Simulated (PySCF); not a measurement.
# Optical rotation: `CO[C@@]12C[C@@H]1[C@@H]2O`, C5H8O2

Cartesian coordinates in Å; atom numbers follow the order of the lines, from 1:
```xyz
15

C     2.1863   -0.7530    0.1214
O     1.3977    0.2624   -0.4813
C     0.1132    0.2839   -0.0173
C    -0.5279    1.0607    1.0963
C    -1.0791    1.1221   -0.3037
C    -1.1314   -0.3663   -0.5300
O    -1.8658   -1.2054    0.3085
H     3.1746   -0.6707   -0.3258
H     1.7676   -1.7439   -0.0788
H     2.2554   -0.6045    1.2034
H     0.0059    1.9314    1.4544
H    -1.0820    0.5282    1.8584
H    -1.2946    1.9495   -0.9437
H    -1.1183   -0.7031   -1.5677
H    -2.8060   -1.0833    0.1335
```

Theory: PySCF, TDDFT CAM-B3LYP/aug-cc-pVDZ circular dichroism and optical rotation, one conformer, gas phase. Geometry: GFN2-xTB.

The molecule is flexible and this is one conformer; a measurement averages over conformers.

Stereocentres: C3 S, C5 R, C6 S.

(1) Give the optical rotatory dispersion at 633, 589.3, 546, 436, 405, 365, 355 nm.

(2) And for the mirror image at 589.3 nm?

(3) What is the molar rotation [Φ] = [α]·M/100 of the geometry above at 589.3 nm?

Results:

(1) [α] in deg dm⁻¹ (g/mL)⁻¹:
```
λ (nm)  origin-invariant length gauge  modified velocity gauge  length gauge (centre of mass)  isotropic polarisability (au)
   633                          +31.4                    +29.1                          +31.6                           67.7
 589.3                          +35.1                    +32.5                          +35.4                           68.0
   546                          +39.3                    +36.2                          +39.6                           68.2
   436                          +48.8                    +43.5                          +49.4                           69.4
   405                          +48.4                    +41.9                          +49.1                           69.9
   365                          +38.8                    +30.1                          +39.7                           70.8
   355                          +33.1                    +23.6                          +34.1                           71.1
```

(2) -35.1 deg dm⁻¹ (g/mL)⁻¹ (origin-invariant length gauge): the same size and the opposite sign.

(3) With M = 100.12 g/mol, +35.2 deg cm² dmol⁻¹ (origin-invariant length gauge).

The first excitation lies at 6.43 eV (193 nm) with R = -25.7 × 10⁻⁴⁰ esu² cm² (velocity form).
